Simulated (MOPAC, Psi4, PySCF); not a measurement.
Approach curve of the dimer CH3Cl ··· H6Si2 (SMILES CCl and [SiH3][SiH3]). Monomers: optimised at B3LYP-D3(BJ) (def2-TZVP), held rigid. Orientation: lowest of the rigid-body minima from ten starts at GFN2-xTB. R is the distance of the centres of mass, along which the second monomer moves. The table gives interaction energies.

```
R / Å      A      B      C
-----  -----  -----  -----
3.33    8.45   1.48   5.36
3.57    3.90  -0.23   1.97
3.73    2.23  -0.70   0.84
3.93    1.02  -0.87   0.12
4.17    0.30  -0.76  -0.21
4.30    0.10  -0.64  -0.27
4.60   -0.11  -0.35  -0.27
4.91   -0.16  -0.14  -0.21
5.41   -0.13   0.00  -0.13
6.15   -0.07   0.03  -0.06
7.14   -0.03   0.03  -0.03
8.45   -0.01   0.01  -0.01
```

Energies in kcal/mol.

**Question.** Assign the columns to these levels of theory: HF/aug-cc-pVDZ, counterpoise-corrected run with Psi4; PM6, restricted, heats of formation in MOPAC; restricted B3LYP/6-31G*, spherical d, no counterpoise correction (PySCF).

**Answer.** A is HF/aug-cc-pVDZ; B is PM6; C is RKS-B3LYP/6-31G*.
